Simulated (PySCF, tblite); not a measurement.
Isomers of C6H12OSSi, one GFN2-xTB conformer each. Single-point energies are computed at PBE0/pcSseg-1 (PySCF, gas phase, no added dispersion term), electronic only.

```
                    SMILES  GFN2-xTB relative energy (kcal/mol)
C=CC[C@@H]1CS[C@H]1O[SiH3]                                 19.8
CC(=S)[C@H](C)C(=O)C[SiH3]                                 44.2
       CC/C=C/[Si@H]1OCCS1                                  5.1
  C=C1[C@@H](CC)CS[Si@H]1O                                  0.0
```

Conformers: `[CH2:1]=[CH:2][CH2:3][C@@H:4]1[CH2:5][S:6][C@H:7]1[O:8][SiH3:9]` with C1–C2–C3–C4 119°, C2–C3–C4–C5 -66°, S6–C7–O8–Si9 -62°, C3–C4–C5–S6 -135°, C4–C5–S6–C7 11°, C5–S6–C7–O8 -129°, C3–C4–C7–S6 135°; `[CH3:1][C:2](=[S:3])[C@H:4]([CH3:5])[C:6](=[O:7])[CH2:8][SiH3:9]` with C1–C2–C4–C5 38°, C2–C4–C6–O7 85°, C4–C6–C8–Si9 -86°; `[CH3:1][CH2:2]/[CH:3]=[CH:4]/[Si@H:5]1[O:6][CH2:7][CH2:8][S:9]1` with C1–C2–C3–C4 -120°, C3–C4–Si5–O6 -6°, C4–Si5–O6–C7 137°, Si5–O6–C7–C8 -40°, O6–C7–C8–S9 44°, C7–C8–S9–Si5 -28°; `[CH2:1]=[C:2]1[C@@H:3]([CH2:4][CH3:5])[CH2:6][S:7][Si@H:8]1[OH:9]` with C2–C3–C4–C5 -64°, S7–Si8–O9–H 32°, C1–C2–C3–C4 97°, C2–C3–C6–S7 -50°, C3–C6–S7–Si8 38°, C6–S7–Si8–O9 -138°.

Q: What does PBE0/pcSseg-1 give for the same structures?

A: 
| SMILES | PBE0/pcSseg-1 E (Eh) | PBE0/pcSseg-1 (kcal/mol) | GFN2-xTB (kcal/mol) | point group |
| --- | --- | --- | --- | --- |
| C=C1[C@@H](CC)CS[Si@H]1O | -998.13797 | 0.0 | 0.0 | C1 |
| CC/C=C/[Si@H]1OCCS1 | -998.12465 | 8.4 | 5.1 | C1 |
| CC(=S)[C@H](C)C(=O)C[SiH3] | -998.05901 | 49.5 | 44.2 | C1 |
| C=CC[C@@H]1CS[C@H]1O[SiH3] | -998.04797 | 56.5 | 19.8 | C1 |

Both levels put the same isomer lowest; measured from each level's own lowest isomer, the values differ by up to 36.7 kcal/mol (C=CC[C@@H]1CS[C@H]1O[SiH3]: 19.8 against 56.5). As drawn, the lowest has an O–H bond and an Si–C bond, which the highest lacks; the highest has a four-membered ring, which the lowest lacks.

Q: Which frontier levels, dipoles and rotational constants go with these structures?

A: 
| SMILES | HOMO (eV, PBE0/pcSseg-1) | LUMO (eV) | dipole (D) | A, B, C (MHz) |
| --- | --- | --- | --- | --- |
| C=C1[C@@H](CC)CS[Si@H]1O | -6.81 | -0.67 | 2.39 | 1451, 1039, 828.5 |
| CC/C=C/[Si@H]1OCCS1 | -6.65 | -0.45 | 1.88 | 2502, 546.1, 509.0 |
| CC(=S)[C@H](C)C(=O)C[SiH3] | -6.45 | -2.29 | 1.69 | 1652, 740.6, 623.9 |
| C=CC[C@@H]1CS[C@H]1O[SiH3] | -6.47 | -0.13 | 1.36 | 2321, 584.2, 487.7 |

Q: What happens when harmonic zero-point energies from GFN2-xTB frequencies are added?

A: 
| SMILES | ZPE (kcal/mol) | electronic (kcal/mol) | with ZPE (kcal/mol) |
| --- | --- | --- | --- |
| C=C1[C@@H](CC)CS[Si@H]1O | 104.7 | 0.0 | 0.0 |
| CC/C=C/[Si@H]1OCCS1 | 105.2 | 8.4 | 8.8 |
| CC(=S)[C@H](C)C(=O)C[SiH3] | 100.3 | 49.5 | 45.1 |
| C=CC[C@@H]1CS[C@H]1O[SiH3] | 101.0 | 56.5 | 52.7 |

The zero-point energies span 4.9 kcal/mol. The order is unchanged.
